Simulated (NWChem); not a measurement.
System: CHBClF₃; SMILES FC(F)(F)BCl

The following NWChem deck was run.

```
start job
memory heap 200 mb stack 900 mb global 1100 mb
geometry units angstroms noautoz
  B      0.802324    -0.596353     0.023329
  C      0.016777     0.799371     0.006807
  F     -1.325536     0.718353     0.066218
  F      0.335591     1.462898    -1.135782
  F      0.424518     1.564135     1.051300
  Cl    -0.054730    -2.104077    -0.001330
  H      1.987694    -0.586927     0.040456
end
basis spherical
  * library 6-31g*
end
dft
  xc b3lyp
  iterations 150
  mulliken
end
task dft energy
```

The geometry was optimised at B3LYP/6-31G* (spherical d).

### Question
What results follow from this input? (B3LYP/6-31G* (spherical d).) Quantities: energy (Ha); highest occupied level (eV); orbital gap (eV); dipole (D).

### Answer
```json
{
 "energy (Ha)": "-823.30",
 "highest occupied level (eV)": "-8.88",
 "orbital gap (eV)": "6.41",
 "dipole (D)": "1.29"
}
```
